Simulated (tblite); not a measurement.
Species: C₆H₁₀FNSi.
Structure used (GFN2-xTB), in Å, numbered top down from 1:
```xyz
19
C6H10FNSi angstrom
N     -1.1941    1.8644   -2.3019
C     -0.5478    1.7106   -1.3698
C      0.2822    1.4494   -0.2251
F      0.9465    2.6318    0.1281
C     -0.5649    0.9947    0.9657
C     -1.2621   -0.3382    0.7028
C     -0.3004   -1.5236    0.6339
C      0.5984   -1.4857   -0.6048
Si     1.6161    0.1142   -0.6782
H     -1.3104    1.7644    1.1879
H      0.0936    0.9091    1.8340
H     -1.8275   -0.2718   -0.2305
H     -1.9772   -0.5129    1.5099
H      0.3168   -1.5383    1.5354
H     -0.8852   -2.4469    0.6236
H      1.2511   -2.3587   -0.6036
H     -0.0270   -1.5673   -1.4967
H      2.6213    0.2056    0.3828
H      2.1609    0.4085   -2.0010
```

Level: GFN2-xTB in tblite, geometry and Hessian alike; calculated harmonic values, unscaled, isolated species. Against measured fundamentals such values can be off by several per cent, at times by over 20. Modes of hydrogen on silicon can be 10 to 20 % off. One conformer, not necessarily the lowest.

Harmonic wavenumbers (cm⁻¹): 69.7, 114.5, 149.6, 183.4, 250.7, 264.7, 280.9, 336.1, 372.2, 459.2, 466.0, 511.3, 547.1, 574.5, 606.2, 652.8, 722.3, 759.5, 785.4, 857.1, 881.7, 913.0, 967.3, 994.7, 1019.7, 1044.3, 1106.1, 1135.6, 1174.2, 1186.3, 1230.5, 1242.5, 1299.4, 1330.1, 1348.0, 1357.9, 1469.5, 1486.3, 1487.6, 1500.1, 2274.4, 2306.4, 2384.8, 2954.7, 2958.3, 2966.3, 2969.1, 2975.7, 2981.7, 2986.2, 2996.7.

A = 1779, B = 1206, C = 1097 MHz; mass 143.057 u (most abundant isotopes); point group C1, symmetry number 1.

Q: What is the zero-point energy?

A: ½Σν̃ = 31946 cm⁻¹ = 91.34 kcal/mol.

Q: Entropy at 500 K, 1 bar (ideal gas, RRHO, classical rotation)?

A: Translation 43.38, rotation 30.84, vibration 46.56: S = 120.8 cal/(mol K).

Q: And Cp and H(500 K) − H(0)?

A: Cp = 58.47 cal/(mol K), of which vibrations give 50.53 (their classical limit is 51 R = 101.3); H(500 K) − H(0) = 16.75 kcal/mol without the zero-point energy, 12.78 from vibrations.

Q: Blend soft modes into free rotors: weight 1/[1 + (100 cm⁻¹/ν̃)⁴] for the oscillator and the rest for a rotor with moment μB/(μ + B), μ = h/(8π²ν), B = 10⁻⁴⁴ kg m². What vibrational entropy results?

A: 44.86 cal/(mol K) in place of 46.56, which changes −T·S at 500 K by +0.85 kcal/mol.

Q: What must be added to the electronic energy to get the Gibbs energy at 500 K and 1 bar?

A: ZPE + [H(500 K) − H(0)] − T·S = 91.34 + 16.75 − 60.39 = 47.70 kcal/mol.

Q: Which modes carry the vibrational entropy at 500 K?

A: 69.7 cm⁻¹: 5.18; 114.5 cm⁻¹: 4.20; 149.6 cm⁻¹: 3.68; 183.4 cm⁻¹: 3.28; 250.7 cm⁻¹: 2.68; 264.7 cm⁻¹: 2.58 cal/(mol K); the other 45 give 24.96 together.

Hindered rotation and anharmonicity are outside this model. Other conformers, if any are populated, would add a mixing term that is left out. The structure is chiral; the term R ln 2 for an equal mix with its mirror image is left out.
